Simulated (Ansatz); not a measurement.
Ansatz (a first-principles code) input (CCSD(T)/def2-TZVPPD):
A basis named .json is the Basis Set Exchange file of that set.

Ansatz 0.2 input:
```yaml
crystal:
  periodic: [false, false, false]
  atoms:
    - {symbol: Ir, position_ang: [-0.00000000, -0.00000000, -0.01998718]}
    - {symbol: H, position_ang: [0.00000000, 0.00000000, 1.53901255]}
basis:
  gaussian:
    orbitals: def2-TZVPPD.json
total_charge: 1
magnetization: {spin_polarized: true, initial_magnetization: 3}
correlation: {method: ccsd_t, electrons: outside_noble_gas}
```

Output:

```
Functional definition: HF
integrals: 0.08 GiB planned
476 factors; integrals over basis functions are off by at most 1.3e-3 eV
mean field: 0.12 GiB planned
mean field evaluation 1: about -2820.8933 eV, gradient 2.4e1 eV
mean field evaluation 2: about -2820.8979 eV, gradient 2.4e1 eV
mean field evaluation 4: about -2822.9077 eV, gradient 1.9e0 eV
mean field evaluation 8: about -2822.9863 eV, gradient 4.1e-1 eV
mean field evaluation 16: about -2823.0496 eV, gradient 8.3e-1 eV
mean field evaluation 32: about -2822.9832 eV, gradient 4.1e-1 eV
mean field evaluation 64: about -2822.0511 eV, gradient 2.2e-5 eV
mean field evaluation 96: about -2822.9330 eV, gradient 9.2e-1 eV
mean field evaluation 128: about -2823.0999 eV, gradient 4.7e0 eV
mean field evaluation 160: about -2823.1581 eV, gradient 2.3e-1 eV
mean field evaluation 192: about -2822.8972 eV, gradient 1.2e-2 eV
mean field evaluation 224: about -2823.1618 eV, gradient 1.3e-1 eV
mean field evaluation 256: about -2822.4883 eV, gradient 1.5e0 eV
mean field evaluation 288: about -2821.9904 eV, gradient 2.4e0 eV
mean field evaluation 320: about -2819.8069 eV, gradient 1.1e0 eV
mean field evaluation 352: about -2822.0511 eV, gradient 1.4e-2 eV
mean field evaluation 384: about -2822.8971 eV, gradient 3.0e-2 eV
mean field evaluation 416: about -2822.7987 eV, gradient 1.5e-2 eV
mean field evaluation 448: about -2821.4904 eV, gradient 6.3e0 eV
mean field evaluation 480: about -2818.9695 eV, gradient 1.6e-1 eV
mean field evaluation 512: about -2818.8927 eV, gradient 2.1e0 eV
mean field evaluation 544: about -2818.8906 eV, gradient 1.2e-2 eV
mean field evaluation 576: about -2822.8627 eV, gradient 2.2e-1 eV
mean field evaluation 608: about -2821.7501 eV, gradient 2.4e-2 eV
mean field evaluation 640: about -2819.3216 eV, gradient 1.0e1 eV
mean field evaluation 672: about -2818.2417 eV, gradient 8.8e-3 eV
mean field evaluation 704: about -2822.7987 eV, gradient 8.2e-3 eV
mean field evaluation 736: about -2822.7987 eV, gradient 1.5e-3 eV
mean field evaluation 768: about -2822.0070 eV, gradient 8.4e-1 eV
mean field evaluation 800: about -2820.8839 eV, gradient 7.4e0 eV
mean field evaluation 832: about -2822.2104 eV, gradient 3.2e0 eV
mean field evaluation 864: about -2819.8587 eV, gradient 6.2e-4 eV
mean field evaluation 896: about -2822.7987 eV, gradient 1.4e-3 eV
mean field evaluation 928: about -2822.8942 eV, gradient 1.5e-1 eV
mean field evaluation 960: about -2821.7392 eV, gradient 3.9e-1 eV
mean field evaluation 992: about -2821.5535 eV, gradient 6.7e-4 eV
mean field evaluation 1024: about -2821.7472 eV, gradient 7.4e-2 eV
mean field evaluation 1056: about -2822.8972 eV, gradient 6.2e-3 eV
mean field evaluation 1088: about -2822.0511 eV, gradient 1.4e-3 eV
mean field evaluation 1120: about -2819.8580 eV, gradient 2.4e-1 eV
mean field evaluation 1152: about -2822.8972 eV, gradient 5.4e-6 eV
mean field -2823.16382100 eV, -103.7493568126 hartree, gradient 9.1e-6 eV, S^2 3.782365; 23 other end points of the search recorded, 0 dependent functions left out
determinant -2823.16382100 eV, -103.7493568126 hartree, with singles and doubles -2829.49284774 eV, -103.9819442553 hartree
determinant -2822.99772394 eV, -103.7432528583 hartree, with singles and doubles -2829.41760069 eV, -103.9791789774 hartree
determinant -2822.89721374 eV, -103.7395591765 hartree, with singles and doubles -2829.23003792 eV, -103.9722861727 hartree
determinant -2822.79869378 eV, -103.7359386347 hartree, with singles and doubles -2829.19649757 eV, -103.9710535873 hartree
determinant -2822.05109579 eV, -103.7084649154 hartree, with singles and doubles -2828.20310979 eV, -103.9345472597 hartree
determinant -2822.01195182 eV, -103.7070264011 hartree, with singles and doubles -2828.25293046 eV, -103.9363781357 hartree
determinant -2821.75015667 eV, -103.6974056065 hartree, with singles and doubles -2828.31076464 eV, -103.9385035027 hartree
determinant -2821.55345360 eV, -103.6901769021 hartree, with singles and doubles -2827.99405955 eV, -103.9268648051 hartree
determinant -2819.85866329 eV, -103.6278945070 hartree, with singles and doubles -2825.82096082 eV, -103.8470048998 hartree
determinant -2823.16382100 eV, -103.7493568126 hartree, with singles and doubles -2829.42911737 eV, -103.9796022074 hartree
determinant -2822.99772394 eV, -103.7432528583 hartree, with singles and doubles -2829.35953927 eV, -103.9770452595 hartree
determinant -2822.89721374 eV, -103.7395591765 hartree, with singles and doubles -2829.16867259 eV, -103.9700310382 hartree
determinant -2822.79869378 eV, -103.7359386347 hartree, with singles and doubles -2829.13401790 eV, -103.9687575019 hartree
4 core orbitals not correlated
reference -2823.16382100 eV, -103.7493568126 hartree; 6, 3 occupied and 66, 69 virtual orbitals, 476 factors
second order -6.12007573 eV of doubles, -0.00000000 eV of singles
coupled cluster: 0.23 GiB planned
cycle   1  -6.26529680 eV  change   -4.3e-7 eV  update   2.0e-6
perturbative correction -0.23354343 eV, -0.0085825628 hartree
Total energy: -2829.66266123 eV, -103.9881847860 hartree
```

This state (charge 1, quartet) is run at the relaxed geometry of the species with charge 0 and multiplicity 3.
